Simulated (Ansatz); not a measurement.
Clusters of 4 atoms, IV-VI: PBE0-D4/def2-TZVP single points in Ansatz on relaxed structures, gas phase. Each cluster is the lowest isomer that a short search found in that spin, judged at the geometry's level, and lower ones may exist. Core potentials for Pb, no spin–orbit coupling. HOMO and LUMO are taken over both spins. Binding counts from free atoms in the multiplicity of their measured ground term, without zero-point energy. Singlets are spin-restricted. The spins of the ions were chosen, not always searched. A dash marks a value that wasn't run or was left out as unsound. The structures are stationary points that may keep the symmetry of their start.

```
species  atoms    state           geometry  HOMO (eV)  LUMO (eV)  gap (eV)  vertical IE (eV)  binding per atom (eV)          lowest of the spins relaxed  point group (within 0.1 Å)
 Si2O2⁺      4  doublet  PBE0-D4/def2-TZVP     -14.03     -11.16      2.87                 –                      –          doublet, of doublet/quartet                         D2h
  Pb2O2      4  singlet   PBE0-D4/def2-SVP      -6.57      -2.09      4.48              8.33                   3.15  singlet, of singlet/triplet/quintet                         D2h
```

Task: Estimate the rows for Ge2S2 (singlet, PBE0-D4/def2-SVP geometry).

Result: 
```tsv
species	atoms	state	geometry	HOMO (eV)	LUMO (eV)	gap (eV)	vertical IE (eV)	binding per atom (eV)	lowest of the spins relaxed	point group (within 0.1 Å)
Ge2S2	4	singlet	PBE0-D4/def2-SVP	-6.60	-2.79	3.80	8.47	3.25	singlet, of singlet/triplet/quintet	C2v
```

The gap (eV) runs from 2.87 (Si2O2⁺) to 4.48 (Pb2O2).
